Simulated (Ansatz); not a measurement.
`NC[S][GeH3]`. Charge 0, multiplicity 1. Geometry: relaxed with PBE0-D4/def2-TZVP. It is one conformer, not always the lowest.

```xyz
11

N     1.009    0.962    0.322
C    -0.075    0.564    1.187
S    -1.566    0.172    0.225
Ge   -0.599   -1.160   -1.271
H     1.870    1.078    0.842
H     0.795    1.832   -0.149
H    -0.404    1.320    1.911
H     0.233   -0.324    1.744
H     0.385   -2.090   -0.545
H    -1.758   -1.972   -1.876
H     0.109   -0.382   -2.388
```

What is the dipole moment at B3LYP/def2-TZVPP? (Best estimate.)

Ansatz gave: 2.32 D, with components (1.89, 0.97, 0.94) D in this frame, pointing from negative to positive charge.

And with PBE, r2SCAN, ωB97M-V? (Estimate.)

Ansatz gave: PBE 2.35 D, r2SCAN 2.41 D, ωB97M-V 2.31 D.

Give the Mulliken charges with B3LYP, ωB97M-V, PBE in def2-TZVPP. (Best estimate.)

Ansatz gave: 
```json
{"atom": "N1", "B3LYP": "-0.34", "ωB97M-V": "-0.30", "PBE": "-0.34"}
{"atom": "C2", "B3LYP": "-0.08", "ωB97M-V": "-0.17", "PBE": "-0.09"}
{"atom": "S3", "B3LYP": "-0.27", "ωB97M-V": "-0.22", "PBE": "-0.26"}
{"atom": "Ge4", "B3LYP": "0.21", "ωB97M-V": "0.12", "PBE": "0.18"}
{"atom": "H5", "B3LYP": "0.13", "ωB97M-V": "0.11", "PBE": "0.14"}
{"atom": "H6", "B3LYP": "0.14", "ωB97M-V": "0.13", "PBE": "0.16"}
{"atom": "H7", "B3LYP": "0.12", "ωB97M-V": "0.14", "PBE": "0.12"}
{"atom": "H8", "B3LYP": "0.13", "ωB97M-V": "0.16", "PBE": "0.13"}
{"atom": "H9", "B3LYP": "-0.02", "ωB97M-V": "0.01", "PBE": "-0.01"}
{"atom": "H10", "B3LYP": "-0.01", "ωB97M-V": "0.02", "PBE": "-0.01"}
{"atom": "H11", "B3LYP": "-0.01", "ωB97M-V": "0.01", "PBE": "-0.01"}
```

B3LYP here is the variant with VWN-RPA as its local correlation; programs differ in this.
